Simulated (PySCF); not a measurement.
Compound: C6H8FNP (charge +1).
SMILES with atom numbers: `[CH3:1][C:2]1=[C:3]([F:4])[P@@H+:5]1[CH2:6][CH2:7][C:8]#[N:9]`

Structure used (GFN2-xTB), in Å, numbered top down from 1:
```
atom  x, y, z in Å
C1    -2.2824    1.1041    0.0362
C2    -1.5870   -0.1742    0.0435
C3    -1.6211   -1.4845    0.3093
F4    -2.3561   -2.4551    0.7550
P5    -0.0142   -1.0189   -0.2986
C6     1.4574   -0.9153    0.7975
C7     2.3243    0.2976    0.4115
C8     1.4586    1.4435    0.2805
N9     0.6829    2.2755    0.1721
H10   -1.6014    1.9110    0.3099
H11   -3.1276    1.0720    0.7217
H12   -2.6529    1.3231   -0.9666
H13    0.2806   -1.3299   -1.6169
H14    1.0801   -0.8134    1.8218
H15    2.0306   -1.8458    0.7273
H16    3.0759    0.4839    1.1827
H17    2.8453    0.1383   -0.5371
```

NICS = −σ at a ghost point: NICS(0) at the centroid of the ring atoms, NICS(1) 1 Å to either side along the normal of their mean plane, zz for the tensor component along that normal. Level: GIAO PBE0/pcSseg-1 (PySCF, non-relativistic, gas phase) on the GFN2-xTB geometry, one conformer.

Ring bond lengths (Å), with Mayer bond orders in brackets: C2–C3 1.337 (1.50), C3–P5 1.780 (1.10), P5–C2 1.818 (0.93).

Question: What do the NICS probes read (ppm)?

Answer: 
```
    ring                                                     type  NICS(0)  NICS(1), two faces  NICS(1)zz, two faces  rms pucker (Å)  centre to ring atoms, mean (Å)
C2–C3–P5  3-membered ring with P; formal bonds 1 double, 2 single    -26.3         -8.9 / -8.7         -13.3 / -10.5            0.00                            0.95
```

Question: What do they say, and how far can they be read as aromaticity?

Answer: 
- C2–C3–P5: mean NICS(1)zz -11.9 ppm, shielded. P5 has four or more neighbours, so the value isn't read as a sign of a π ring current. NICS(0) lies 17 ppm below the mean NICS(1).

Question: At the second NICS(1) probe listed for ring C2–C3–P5, 1 Å off the ring, how large is the induced field along the normal in 9.4 T applied along it?

Answer: NICSzz × B0 = -10.5 ppm × 9.4 T = -99 μT, against the applied field.

Question: Give the inner angles of the rings and the Hirshfeld charges of the ring atoms.

Answer: 
- C2–C3–P5: C2 66.7° (+0.035 e), C3 69.7° (+0.096 e), P5 43.6° (+0.421 e); sum 180.0° against 180° for a flat convex ring.

Question: How shielded are the nuclei of the rings and their hydrogens (means over atoms taken as equivalent)?

Answer: 
```json
{"atoms": "C2", "environment": "fully substituted alkene carbon", "σ isotropic (ppm)": "71.3"}
{"atoms": "C3", "environment": "vinylic C–F carbon", "σ isotropic (ppm)": "37.1"}
{"atoms": "P5", "environment": "phosphonium phosphorus", "σ isotropic (ppm)": "448.1"}
{"atoms": "H13", "environment": "P–H hydrogen", "σ isotropic (ppm)": "25.77"}
```
